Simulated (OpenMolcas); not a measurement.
Predicting a hybrid from its neighbours: SiCl3

SiCl3 has 4 atoms, charge 0, and is taken as a doublet. SMILES: `Cl[Si](Cl)Cl`. The shape is that of a PBE0-D4/def2-TZVP optimisation.

The vertical energy of the quartet above the doublet y, in eV, basis aug-cc-pVDZ; a is the functional's share of exact exchange. Programs: OpenMolcas 26.06.

| functional | program | a | y (eV) |
| --- | --- | --- | --- |
| UPBE | OpenMolcas | 0 | 6.86 |
| UTPSS | OpenMolcas | 0 | 7.01 |
| UB3LYP | OpenMolcas | 0.2 | ? |
| UPBE0 | OpenMolcas | 0.25 | 7.46 |
| UBHLYP | OpenMolcas | 0.5 | 8.03 |

Q: Fit y = c + s·a to the known rows and predict UB3LYP.

A: 
1. Means of the 4 rows: a = 0.1875, y = 7.340.
2. Σ(Δa)² = 0.17188, Σ(Δa·Δy) = 0.375, so the slope is 0.375/0.17188 = 2.1818.
3. Intercept: 7.340 − (2.1818) × 0.1875 = 6.931. The largest residual of the fit is 0.079.
4. UB3LYP: 6.931 + (2.1818) × 0.2 = 7.37 eV.

The run gave 7.35 eV, so the prediction is off by +0.02 eV, within the largest residual. The rows mix families of semi-local functionals, which the line can't see.
